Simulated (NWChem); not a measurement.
CH$_{7}$FN$_{2}$Si; SMILES C[Si](N)(N)F

```xyz
12

C     -0.0208    -1.7762    -0.4467
Si     0.0010     0.0335    -0.0232
N     -1.4927     0.4266     0.7422
N      1.5037     0.3912     0.7419
F      0.0124     0.9926    -1.3420
H     -0.9183    -2.0272    -1.0313
H     -0.0266    -2.4029     0.4602
H      0.8686    -2.0481    -1.0343
H     -1.7449     1.3906     0.9288
H     -1.8894    -0.1936     1.4379
H      1.7792     1.3490     0.9270
H      1.8849    -0.2372     1.4388
```
Atoms are numbered in this order, from 1.

The geometry was optimised at PBE0/def2-SVP. Not confirmed as a minimum by frequencies.

### Question
Give the principal values of the shielding tensors (ppm) of C1, Si2, N3, F5 from LDA (Slater exchange, VWN5)/pcSseg-1, GIAO (NWChem), with their diamagnetic and paramagnetic parts as GIAO splits them.

### Answer
```json
[
 {"atom": "C1", "σ11": "177.0", "σ22": "184.8", "σ33": "196.6", "isotropic": "186.1", "diamagnetic": "256.7", "paramagnetic": "-70.6"},
 {"atom": "Si2", "σ11": "294.3", "σ22": "315.9", "σ33": "367.5", "isotropic": "325.9", "diamagnetic": "882.9", "paramagnetic": "-557.0"},
 {"atom": "N3", "σ11": "197.1", "σ22": "218.4", "σ33": "267.5", "isotropic": "227.6", "diamagnetic": "319.0", "paramagnetic": "-91.3"},
 {"atom": "F5", "σ11": "276.0", "σ22": "327.9", "σ33": "372.1", "isotropic": "325.3", "diamagnetic": "473.4", "paramagnetic": "-148.1"}
]
```
